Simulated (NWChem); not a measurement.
System: SiH₂SOCl₂; SMILES S[Si](Cl)(Cl)O

Input file for NWChem:

```
start job
memory heap 200 mb stack 900 mb global 1100 mb
geometry units angstroms noautosym nocenter noautoz
  O      0.172298     0.109541    -1.957014
  Si     0.105822     0.058906    -0.316930
  S      0.265410     2.021407     0.440233
  Cl    -1.640483    -0.891613     0.224242
  Cl     1.660032    -1.002432     0.493353
  H     -0.128726    -0.671273    -2.434663
  H     -0.720308     2.487616    -0.360230
end
basis spherical
  * library pcsseg-1
end
dft
  xc pbe0
  iterations 150
end
property
  shielding
  efieldgrad
end
task dft property
```

NWChem printed, in part:

```
             Northwest Computational Chemistry Package (NWChem) 7.3.0
             --------------------------------------------------------

                             Geometry "geometry" -> ""
                             -------------------------

 Output coordinates in angstroms (scale by  1.889725989 to convert to a.u.)

  No.       Tag          Charge          X              Y              Z
 ---- ---------------- ---------- -------------- -------------- --------------
    1 O                    8.0000     0.17229800     0.10954100    -1.95701400
    2 Si                  14.0000     0.10582200     0.05890600    -0.31693000
    3 S                   16.0000     0.26541000     2.02140700     0.44023300
    4 Cl                  17.0000    -1.64048300    -0.89161300     0.22424200
    5 Cl                  17.0000     1.66003200    -1.00243200     0.49335300
    6 H                    1.0000    -0.12872600    -0.67127300    -2.43466300
    7 H                    1.0000    -0.72030800     2.48761600    -0.36023000

 Effective nuclear repulsion energy (a.u.)     445.6069944966

                              NWChem Property Module
                              ----------------------

  itol2e modified to match energy
  convergence criterion.

                                 NWChem DFT Module
                                 -----------------

 Summary of "ao basis" -> "ao basis" (spherical)
 ------------------------------------------------------------------------------
       Tag                 Description            Shells   Functions and Types
 ---------------- ------------------------------  ------  ---------------------
 O                          pcsseg-1                 7       17   3s3p1d
 Si                         pcsseg-1                10       24   4s5p1d
 S                          pcsseg-1                10       24   4s5p1d
 Cl                         pcsseg-1                10       24   4s5p1d
 H                          pcsseg-1                 3        5   2s1p

  itol2e modified to match energy
  convergence criterion.

            General Information
            -------------------
          SCF calculation type: DFT
          Wavefunction type:  closed shell.
          No. of atoms     :     7
          No. of electrons :    74
           Alpha electrons :    37
            Beta electrons :    37
          Charge           :     0
          Spin multiplicity:     1
          Use of symmetry is: off; symmetry adaption is: off
          Maximum number of iterations: 150
          AO basis - number of functions:   123
                     number of shells:    53
          Convergence on energy requested:  1.00D-07
          Convergence on density requested:  1.00D-05
          Convergence on gradient requested:  5.00D-04

              XC Information
              --------------
                         PBE0 Method XC Functional
                     Hartree-Fock (Exact) Exchange  0.250
          PerdewBurkeErnzerhof Exchange Functional  0.750
            Perdew 1991 LDA Correlation Functional  1.000 local
           PerdewBurkeErnz. Correlation Functional  1.000 non-local

             Grid Information
             ----------------
          Grid used for XC integration:  fine
          Radial quadrature: Mura-Knowles
          Angular quadrature: Lebedev.
          Tag              B.-S. Rad. Rad. Pts. Rad. Cut. Ang. Pts.
          ---              ---------- --------- --------- ---------
          O                   0.60       70           9.0       590
          Si                  1.10      123          10.0       770
          S                   1.00      123          11.0       770
          Cl                  1.00      123          12.0       770
          H                   0.35       60          11.0       590
          Grid pruning is: on
          Number of quadrature shells:   682
          Spatial weights used:  Erf1

      Superposition of Atomic Density Guess
      -------------------------------------

 Sum of atomic energies:       -1680.88782524

      Non-variational initial energy
      ------------------------------

 Total energy =   -1682.309525
 1-e energy   =   -3212.233049
 2-e energy   =    1084.316529
 HOMO         =      -0.338496
 LUMO         =       0.036054

   convergence    iter        energy       DeltaE   RMS-Dens  Diis-err
 ---------------- ----- ----------------- --------- --------- ---------
 d= 0,ls=0.0,diis     1  -1683.8712512633 -2.13D+03  1.10D-02  1.37D+00
 d= 0,ls=0.0,diis     2  -1683.8390739743  3.22D-02  7.00D-03  1.32D+00
 d= 0,ls=0.0,diis     3  -1683.9702554559 -1.31D-01  1.39D-03  1.10D-01
 d= 0,ls=0.0,diis     4  -1683.9793575185 -9.10D-03  5.92D-04  8.71D-03
 d= 0,ls=0.0,diis     5  -1683.9803490136 -9.91D-04  1.24D-04  4.29D-04
  Resetting Diis
 d= 0,ls=0.0,diis     6  -1683.9803942859 -4.53D-05  2.68D-05  1.14D-05
 d= 0,ls=0.0,diis     7  -1683.9803959303 -1.64D-06  8.88D-06  4.99D-07
 d= 0,ls=0.0,diis     8  -1683.9803959457 -1.54D-08  4.40D-06  3.76D-07

         Total DFT energy =    -1683.980395945689
      One electron energy =    -3214.950410586714
           Coulomb energy =     1197.271287384724
    Exchange-Corr. energy =     -111.908267240266
 Nuclear repulsion energy =      445.606994496567

 Numeric. integr. density =       73.999999976862

                       DFT Final Molecular Orbital Analysis
                       ------------------------------------

 Vector   35  Occ=2.000000D+00  E=-3.564701D-01
              MO Center= -2.1D-01, -3.0D-01,  1.7D-01, r^2= 4.9D+00
   Bfn.  Coefficient  Atom+Function         Bfn.  Coefficient  Atom+Function
  ----- ------------  ---------------      ----- ------------  ---------------
    80      0.319378  4 Cl py                83      0.266151  4 Cl py
   105     -0.225739  5 Cl pz               108     -0.191850  5 Cl pz
    79     -0.186269  4 Cl px                57      0.178628  3 S  pz
   103     -0.168133  5 Cl px                82     -0.156578  4 Cl px
   104     -0.150091  5 Cl py                60      0.148169  3 S  pz

 Vector   36  Occ=2.000000D+00  E=-3.459623D-01
              MO Center=  1.3D-02, -7.7D-01,  6.3D-02, r^2= 4.3D+00
   Bfn.  Coefficient  Atom+Function         Bfn.  Coefficient  Atom+Function
  ----- ------------  ---------------      ----- ------------  ---------------
    81      0.316638  4 Cl pz                84      0.260590  4 Cl pz
   103      0.259685  5 Cl px               105     -0.248075  5 Cl pz
    79      0.214854  4 Cl px               106      0.214321  5 Cl px
   108     -0.202376  5 Cl pz                82      0.184165  4 Cl px
    10     -0.179847  1 O  px                 7     -0.171378  1 O  px

 Vector   37  Occ=2.000000D+00  E=-3.013309D-01
              MO Center=  1.6D-01,  1.7D+00,  3.7D-01, r^2= 2.5D+00
   Bfn.  Coefficient  Atom+Function         Bfn.  Coefficient  Atom+Function
  ----- ------------  ---------------      ----- ------------  ---------------
    57     -0.365570  3 S  pz                55      0.360018  3 S  px
    60     -0.341695  3 S  pz                58      0.335592  3 S  px
    80      0.148213  4 Cl py                83      0.131387  4 Cl py
    56      0.123967  3 S  py                59      0.113427  3 S  py
    51      0.093275  3 S  pz                49     -0.092016  3 S  px

 Vector   38  Occ=0.000000D+00  E=-3.684872D-03
              MO Center= -3.2D-02,  1.4D-01, -1.6D-01, r^2= 5.2D+00
   Bfn.  Coefficient  Atom+Function         Bfn.  Coefficient  Atom+Function
  ----- ------------  ---------------      ----- ------------  ---------------
    21      1.096595  2 Si s                 20      0.735762  2 Si s
    59      0.561663  3 S  py                45     -0.421797  3 S  s
    82     -0.387947  4 Cl px                69     -0.385019  4 Cl s
    19     -0.378398  2 Si s                  3     -0.371264  1 O  s
   115      0.368857  6 H  s                 93     -0.342209  5 Cl s

 Vector   39  Occ=0.000000D+00  E= 5.039153D-03
              MO Center= -3.0D-01,  2.0D+00, -6.4D-02, r^2= 3.8D+00
   Bfn.  Coefficient  Atom+Function         Bfn.  Coefficient  Atom+Function
  ----- ------------  ---------------      ----- ------------  ---------------
   120      1.389817  7 H  s                 45     -0.835418  3 S  s
    58      0.573932  3 S  px                60      0.414773  3 S  pz
    59     -0.380474  3 S  py               119      0.348651  7 H  s
    36      0.270991  2 Si pz                93     -0.270806  5 Cl s
    34      0.264992  2 Si px                21      0.236998  2 Si s

 Vector   40  Occ=0.000000D+00  E= 2.778201D-02
              MO Center= -2.5D-02, -2.8D-01, -1.2D+00, r^2= 5.0D+00
   Bfn.  Coefficient  Atom+Function         Bfn.  Coefficient  Atom+Function
  ----- ------------  ---------------      ----- ------------  ---------------
     3      0.719913  1 O  s                 36      0.716117  2 Si pz
   115     -0.696074  6 H  s                 33      0.361754  2 Si pz
    59      0.287310  3 S  py                21      0.275119  2 Si s
    20      0.265978  2 Si s                 69     -0.255477  4 Cl s
    45     -0.219879  3 S  s                 82     -0.207171  4 Cl px

     Multipole analysis of the density
     ---------------------------------

     L   x y z        total         alpha         beta         nuclear
     -   - - -        -----         -----         ----         -------
     0   0 0 0     -0.000000    -37.000000    -37.000000     74.000000

[...]

          -----------------------------------------
          Chemical Shielding Tensors (GIAO, in ppm)
          -----------------------------------------

                                NWChem CPHF Module
                                ------------------

  scftype          =     RHF
  nclosed          =       37
  nopen            =        0
  variables        =     3182
  # of vectors     =        3
  tolerance        = 0.10D-03
  level shift      = 0.00D+00
  max iterations   =       50
  max subspace     =       30

 SCF residual:    1.1800802511256308E-004

Iterative solution of linear equations
  No. of variables     3182
  No. of equations        3
  Maximum subspace       30
        Iterations       50
       Convergence  1.0D-04

   iter   nsub   residual    time
   ----  ------  --------  ---------
     1      3    2.56D-01      46.4
     2      6    2.00D-02      52.5
     3      9    1.29D-03      58.7
     4     12    6.38D-05      66.6

      Atom:    1  O
        Diamagnetic
    374.9450      4.8052      1.3505
      4.8052    385.1194      6.1833
      1.3505      6.1833    410.1844

        Paramagnetic
   -150.4894     -3.7439    -15.4400
     -3.7439   -191.9628     -9.5133
    -15.4400     -9.5133   -149.4785

        Total Shielding Tensor
    224.4556      1.0613    -14.0895
      1.0613    193.1566     -3.3300
    -14.0895     -3.3300    260.7059

           isotropic =     226.1060
          anisotropy =      59.4004

          Principal Components and Axis System
                 1           2           3
              265.7063    219.6237    192.9881

      1        -0.3240      0.9460     -0.0129
      2        -0.0481     -0.0029      0.9988
      3         0.9448      0.3242      0.0464

      Atom:    2  Si
        Diamagnetic
    881.8040      0.5273      0.9946
      0.5273    881.0783     -0.6671
      0.9946     -0.6671    878.4829

        Paramagnetic
   -565.4082     -6.7635    -26.3068
     -6.7635   -518.5464     10.5591
    -26.3068     10.5591   -536.8895

        Total Shielding Tensor
    316.3957     -6.2362    -25.3122
     -6.2362    362.5318      9.8920
    -25.3122      9.8920    341.5934

           isotropic =     340.1737
          anisotropy =      47.5688

          Principal Components and Axis System
                 1           2           3
              371.8862    347.9147    300.7201

      1        -0.3298     -0.4101      0.8503
      2         0.7809     -0.6247      0.0016
      3         0.5305      0.6645      0.5262

      Atom:    3  S
        Diamagnetic
   1054.2221     -0.5741      2.1186
     -0.5741   1063.6100      2.3743
      2.1186      2.3743   1053.6378

        Paramagnetic
   -444.6012    -76.3561    -38.1027
    -76.3561   -288.1631    -46.4231
    -38.1027    -46.4231   -486.5218

        Total Shielding Tensor
    609.6209    -76.9303    -35.9841
    -76.9303    775.4469    -44.0488
    -35.9841    -44.0488    567.1161

           isotropic =     650.7280
          anisotropy =     237.4026

          Principal Components and Axis System
                 1           2           3
              808.9964    621.4388    521.7487

      1        -0.3385      0.7424      0.5781
      2         0.9333      0.1869      0.3066
      3        -0.1196     -0.6433      0.7562

      Atom:    4  Cl
        Diamagnetic
   1153.1683      4.4939     -2.0334
      4.4939   1146.9661     -1.1362
     -2.0334     -1.1362   1144.7733

        Paramagnetic
   -251.8508    124.1400    -39.6295
    124.1400   -398.6198    -30.9773
    -39.6295    -30.9773   -441.1786

        Total Shielding Tensor
    901.3175    128.6338    -41.6629
    128.6338    748.3463    -32.1136
    -41.6629    -32.1136    703.5947

           isotropic =     784.4195
          anisotropy =     299.6180

          Principal Components and Axis System
                 1           2           3
              984.1648    696.3631    672.7305

      1         0.8524      0.3104     -0.4207
      2         0.4899     -0.1931      0.8501
      3        -0.1827      0.9308      0.3167

      Atom:    5  Cl
        Diamagnetic
   1151.7091     -4.3982      3.1578
     -4.3982   1148.0119     -1.9541
      3.1578     -1.9541   1145.5769

        Paramagnetic
   -264.3127   -111.8699     57.7258
   -111.8699   -364.8474    -59.2532
     57.7258    -59.2532   -403.2862

        Total Shielding Tensor
    887.3964   -116.2682     60.8836
   -116.2682    783.1646    -61.2073
     60.8836    -61.2073    742.2907

           isotropic =     804.2839
          anisotropy =     280.6854

          Principal Components and Axis System
                 1           2           3
              991.4075    728.2846    693.1596

      1         0.7831     -0.5676      0.2540
      2        -0.5319     -0.3999      0.7464
      3         0.3221      0.7196      0.6151

      Atom:    6  H
        Diamagnetic
     21.0672      5.4659      3.4432
      5.4659     31.9631     10.6312
      3.4432     10.6312     35.9181

        Paramagnetic
      1.6097     -2.0365     -0.6842
     -2.0365     -2.3880     -2.5832
     -0.6842     -2.5832     -2.4963

        Total Shielding Tensor
     22.6769      3.4294      2.7590
      3.4294     29.5751      8.0480
      2.7590      8.0480     33.4218

           isotropic =      28.5580
          anisotropy =      18.3515

          Principal Components and Axis System
                 1           2           3
               40.7923     23.6750     21.2066

      1         0.2311      0.4146      0.8802
      2         0.6128      0.6406     -0.4626
      3         0.7557     -0.6463      0.1060

      Atom:    7  H
        Diamagnetic
     30.2412     -7.4069      9.2903
     -7.4069     30.1132     -4.1083
      9.2903     -4.1083     25.6038

        Paramagnetic
      0.0276      1.2473     -3.3601
      1.2473      1.9203      0.9085
     -3.3601      0.9085      1.2209

        Total Shielding Tensor
     30.2688     -6.1596      5.9302
     -6.1596     32.0335     -3.1998
      5.9302     -3.1998     26.8247

           isotropic =      29.7090
          anisotropy =      16.0132

          Principal Components and Axis System
                 1           2           3
               40.3845     26.5825     22.1600

      1        -0.6399      0.3822     -0.6666
      2         0.6368      0.7493     -0.1816
      3        -0.4301      0.5407      0.7229
```

Level: PBE0/pcSseg-1, GIAO. Structure relaxed at the PBE0/def2-SVP level. NWChem prints the field gradient with the sign opposite to the second derivative of the potential. The printed shielding anisotropy is the first printed principal value minus the mean of the other two.
